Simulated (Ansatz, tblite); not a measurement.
Cost and result up the ladder for Hg₂TeF₂ (the lowest singlet isomer of a short search) (5 atoms). Total charge 0; singlet. Geometry: PBE0-D4/def2-SVP.

Cartesian coordinates in Å:
```
Hg -1.194 -1.421 0.163
Hg 1.063 1.524 0.157
Te -0.737 0.568 1.785
F -1.550 -2.924 -1.047
F 2.419 2.254 -1.058
```

Ansatz on 4 threads of Arm Neoverse N1 on a shared host; xTB runs through tblite on one thread. Times are rough, summed over both states, and most runs start from the orbitals of an earlier one. PBE0-D4/def2-TZVP serves as the yardstick here, not as an exact answer. The other state is a triplet.

In the def2 sets Hg, Te take a core potential; there is no spin–orbit coupling. The xTB rows come from tblite. HOMO above LUMO, or a gap near zero within one spin, warns that the state may not be the lowest or that an electron is smeared out. The structure comes from a short search, and lower isomers may exist.

xTB has no spin-polarisation term.

```csv
level,functions,wall time,vertical triplet (eV),difference from PBE0-D4/def2-TZVP (eV),remarks
GFN1-xTB,25,0.01 s,3.95,0.76,–
GFN2-xTB,25,0.011 s,3.55,0.36,–
PBE-D4/def2-TZVP,198,12 s,2.95,-0.25,gap within one spin near zero (triplet)
PBE0-D4/def2-TZVP,198,23 s,3.19,0.00,–
r2SCAN-D4/def2-TZVP (with forces),198,28 s,3.04,-0.15,–
```
